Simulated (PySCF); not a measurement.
Geometry:
| atom | x (Å) | y (Å) | z (Å) |
| --- | --- | --- | --- |
| C1 | -1.487 | 0.266 | -1.536 |
| C2 | -1.006 | -0.060 | -0.326 |
| C3 | -1.918 | -0.432 | 0.807 |
| C4 | 0.432 | -0.071 | -0.041 |
| C5 | 1.528 | 0.234 | -0.924 |
| C6 | 2.662 | 0.081 | -0.192 |
| O7 | 2.365 | -0.292 | 1.070 |
| C8 | 1.025 | -0.382 | 1.157 |
| H9 | -2.562 | 0.268 | -1.731 |
| H10 | -0.832 | 0.538 | -2.366 |
| H11 | -1.783 | 0.249 | 1.663 |
| H12 | -1.703 | -1.451 | 1.169 |
| H13 | -2.972 | -0.393 | 0.502 |
| H14 | 1.472 | 0.527 | -1.970 |
| H15 | 3.718 | 0.197 | -0.422 |
| H16 | 0.627 | -0.676 | 2.124 |

Theoretical values (PySCF 2.14.0 with density-fitted response routines): PBE0-D3(BJ)/def2-SVP structure, shielding tensors at KT3/pcSseg-1 (GIAO). One averaged value for each set of equivalent atoms, non-relativistic, in vacuum, one computed conformer.

Chemical shifts δ = σref − σ; $^{13}$C (σ = 182.31 ppm) and $^{1}$H (σ = 31.32 ppm) vs TMS; H2O for $^{17}$O (σ = 329.03 ppm), all at this level.

```csv
atoms,nucleus,count,δ (ppm)
C2,$^{13}$C,1,?
C5,$^{13}$C,1,102.1
O7,$^{17}$O,1,285.6
H11/H12/H13,$^{1}$H,3,1.99
H15,$^{1}$H,1,7.18
C3,$^{13}$C,1,22.8
H16,$^{1}$H,1,7.19
C6,$^{13}$C,1,?
C1,$^{13}$C,1,?
C4,$^{13}$C,1,?
H10,$^{1}$H,1,5.38
C8,$^{13}$C,1,130.8
H14,$^{1}$H,1,6.58
H9,$^{1}$H,1,4.97
```

**Question.** Estimate the values marked ?.

**Answer.** 
- C6: 134.9 ppm, aromatic CH next to the ring oxygen
- C2: 130.7 ppm, fully substituted alkene carbon; the olefinic region
- C4: 122.1 ppm, substituted aromatic carbon
- C1: 105.7 ppm, terminal =CH2 carbon; the olefinic region

Shifts are as computed, not scaled to solution data. Of 1211 compounds with measured shifts, 218 miss one by over three times the rms of a fit or turn the order of signals round; such compounds aren't used in these exercises. Unscaled 17O shifts of doubly bonded oxygen tend to come out too high, by tens of ppm or more. Experimental scales use liquid or dissolved standards, which lie at an offset from isolated H2O (liquid H2O: subtract about 36 ppm).
